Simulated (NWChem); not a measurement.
System: C₂H₅ClOSi; SMILES [SiH2](C(=O)C)Cl

The following NWChem deck was run.

```
start job
memory heap 200 mb stack 900 mb global 1100 mb
geometry units angstroms noautoz
  C     -1.601982     1.326472     0.092029
  C     -0.093666     1.268438     0.112422
  O      0.611154     2.265323     0.099184
  Si     0.944411    -0.361986     0.161796
  Cl    -0.223249    -2.093777     0.189165
  H     -1.986585     0.789550    -0.784925
  H     -2.010487     0.814660     0.973043
  H     -1.938386     2.366845     0.071992
  H      1.798983    -0.392831    -1.046917
  H      1.771802    -0.336011     1.389316
end
basis spherical
  * library 6-31g*
end
dft
  xc xtpss03 ctpss03
  iterations 150
  mulliken
end
task dft energy
```

NWChem printed, in part:

```
             Northwest Computational Chemistry Package (NWChem) 7.3.0
             --------------------------------------------------------

 C1  symmetry detected

                             Geometry "geometry" -> ""
                             -------------------------

 Output coordinates in angstroms (scale by  1.889725989 to convert to a.u.)

  No.       Tag          Charge          X              Y              Z
 ---- ---------------- ---------- -------------- -------------- --------------
    1 C                    6.0000    -1.58844649     1.44540770    -0.00058320
    2 C                    6.0000    -0.08265151     1.33872147     0.00012269
    3 O                    8.0000     0.65374800     2.31260051     0.00137361
    4 Si                  14.0000     0.90281111    -0.32476479    -0.00084566
    5 Cl                  17.0000    -0.31969222    -2.01850690     0.00066164
    6 H                    1.0000    -2.00014191     0.94181574    -0.88497850
    7 H                    1.0000    -2.00316343     0.92635061     0.87326068
    8 H                    1.0000    -1.89133716     2.49618666     0.00753591
    9 H                    1.0000     1.74209823    -0.35449517    -1.22024923
   10 H                    1.0000     1.74456047    -0.35411246     1.21679660

 Effective nuclear repulsion energy (a.u.)     266.5512635891

                                 NWChem DFT Module
                                 -----------------

 Summary of "ao basis" -> "ao basis" (spherical)
 ------------------------------------------------------------------------------
       Tag                 Description            Shells   Functions and Types
 ---------------- ------------------------------  ------  ---------------------
 C                           6-31g*                  6       14   3s2p1d
 O                           6-31g*                  6       14   3s2p1d
 Si                          6-31g*                  8       18   4s3p1d
 Cl                          6-31g*                  8       18   4s3p1d
 H                           6-31g*                  2        2   2s

            General Information
            -------------------
          SCF calculation type: DFT
          Wavefunction type:  closed shell.
          No. of atoms     :    10
          No. of electrons :    56
           Alpha electrons :    28
            Beta electrons :    28
          Charge           :     0
          Spin multiplicity:     1
          Use of symmetry is: off; symmetry adaption is: off
          Maximum number of iterations: 150
          AO basis - number of functions:    88
                     number of shells:    44
          Convergence on energy requested:  1.00D-06
          Convergence on density requested:  1.00D-05
          Convergence on gradient requested:  5.00D-04

              XC Information
              --------------
                  TPSS metaGGA Exchange Functional  1.000
             TPSS03 metaGGA Correlation Functional  1.000

             Grid Information
             ----------------
          Grid used for XC integration:  medium
          Radial quadrature: Mura-Knowles
          Angular quadrature: Lebedev.
          Tag              B.-S. Rad. Rad. Pts. Rad. Cut. Ang. Pts.
          ---              ---------- --------- --------- ---------
          C                   0.70       49          10.0       434
          O                   0.60       49          11.0       434
          Si                  1.10       88          10.0       590
          Cl                  1.00       88          11.0       590
          H                   0.35       45          12.0       434
          Grid pruning is: on
          Number of quadrature shells:   548
          Spatial weights used:  Erf1

      Superposition of Atomic Density Guess
      -------------------------------------

 Sum of atomic energies:        -900.83391346

      Non-variational initial energy
      ------------------------------

 Total energy =    -902.796282
 1-e energy   =   -1772.863725
 2-e energy   =     603.516179
 HOMO         =      -0.271857
 LUMO         =      -0.029272

     ---------------------------------------------
      Total Density - Mulliken Population Analysis
     ---------------------------------------------

    Atom       Charge   Shell Charges
 -----------   ------   -------------------------------------------------------
    1 C    6     6.73   2.00  0.72  2.06  0.68  1.25  0.03
    2 C    6     5.33   2.00  0.71  1.48  0.55  0.52  0.07
    3 O    8     8.83   2.00  0.96  3.08  0.94  1.83  0.02
    4 Si  14    13.32   2.00  2.00  5.97  0.97  1.54  0.28  0.43  0.14
    5 Cl  17    17.45   2.00  2.00  5.98  1.38  3.72  0.57  1.79  0.01
    6 H    1     0.74   0.45  0.29
    7 H    1     0.74   0.45  0.29
    8 H    1     0.77   0.46  0.31
    9 H    1     1.04   0.47  0.57
   10 H    1     1.04   0.47  0.57

   convergence    iter        energy       DeltaE   RMS-Dens  Diis-err
 ---------------- ----- ----------------- --------- --------- ---------
 d= 0,ls=0.0,diis     1   -904.0622842969 -1.17D+03  3.03D-02  1.01D+00
 d= 0,ls=0.0,diis     2   -903.1461360695  9.16D-01  2.50D-02  9.18D+00
 d= 0,ls=0.0,diis     3   -904.1848354370 -1.04D+00  5.74D-03  1.01D-01
 d= 0,ls=0.0,diis     4   -904.1922554288 -7.42D-03  2.62D-03  4.26D-02
 d= 0,ls=0.0,diis     5   -904.1985934828 -6.34D-03  2.92D-04  4.83D-04
  Resetting Diis
 d= 0,ls=0.0,diis     6   -904.1986683492 -7.49D-05  4.90D-05  2.50D-05
 d= 0,ls=0.0,diis     7   -904.1986715278 -3.18D-06  2.74D-05  2.26D-06
 d= 0,ls=0.0,diis     8   -904.1986711332  3.95D-07  1.84D-05  5.89D-06
 d= 0,ls=0.0,diis     9   -904.1986717299 -5.97D-07  6.67D-06  8.37D-07

         Total DFT energy =     -904.198671729905
      One electron energy =    -1776.019972924132
           Coulomb energy =      675.840478846009
    Exchange-Corr. energy =      -70.570441240852
 Nuclear repulsion energy =      266.551263589070

[...]
```

Level: TPSS/6-31G* (spherical d). Structure relaxed at the B3LYP/6-31G* (spherical d) level.
